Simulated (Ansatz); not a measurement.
C$_{3}$ (SMILES [C]=C=[C]), singlet, at a GFN2-xTB geometry; Ansatz (a program for electronic structure) with MP2/cc-pVQZ.

Ansatz was given this input:
Ansatz 0.2 input:
```yaml
crystal:
  periodic: [false, false, false]
  atoms:
    - {symbol: C, position_ang: [-1.28632769, 0.05918624, 0.01517944]}
    - {symbol: C, position_ang: [0.00059880, 0.00960336, 0.00809238]}
    - {symbol: C, position_ang: [1.28572888, -0.06878959, -0.02327182]}
basis:
  gaussian:
    orbitals: cc-pVQZ
magnetization: {spin_polarized: false}
correlation: {method: mp2}
```

What the program printed (banner, timings and long lists left out):

```
Functional definition: HF
992 factors; integrals over basis functions are off by at most 7.1e-4 eV
mean field evaluation 1: about -3084.2728 eV, gradient 2.2e1 eV
mean field evaluation 2: about -3084.2751 eV, gradient 2.2e1 eV
mean field evaluation 4: about -3085.6254 eV, gradient 3.2e0 eV
mean field evaluation 8: about -3085.6610 eV, gradient 3.4e-5 eV
mean field -3085.66103741 eV, -113.3959515887 hartree, gradient 3.7e-6 eV, S^2 0.000000; 0 other end points of the search recorded, 0 dependent functions left out; unrestricted orbitals would lower it
mean field evaluation 16: about -3085.7504 eV, gradient 4.6e-1 eV
3 core orbitals not correlated
reference -3085.66103741 eV, -113.3959515887 hartree; 6, 6 occupied and 156, 156 virtual orbitals, 992 factors
second order -11.53203695 eV of doubles, -0.00000000 eV of singles
Total energy: -3097.19307436 eV, -113.8197461298 hartree
```
